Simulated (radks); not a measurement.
Values are calculated unless marked as measured or tabulated.
Problem. Species: Cs35+. Configuration: [Ar] 3d2 (the NIST ground configuration). Code: a radial shooting solver on a logarithmic mesh with Libxc functionals. Model: Dirac Kohn-Sham, Slater X-alpha with alpha = 0.972, spin-unpolarised, spherical densities, point nucleus; open shells are shared between the two j in proportion to 2j + 1.

Spin-orbit splittings of the eigenvalues, e(l+1/2) - e(l-1/2), with zeta = 2 splitting/(2l+1) and mean radii in bohr:

shell  occ.  splitting (eV)  zeta (eV)  <r> j=l-1/2  <r> j=l+1/2
2p        6               ?          ?      0.09278      0.09850
3p        6           84.77      56.51       0.2625       0.2717
3d        2           19.80      7.919       0.2374       0.2403

Estimate the 2p splitting.

Solution. 362.5 eV (zeta = 241.7 eV).
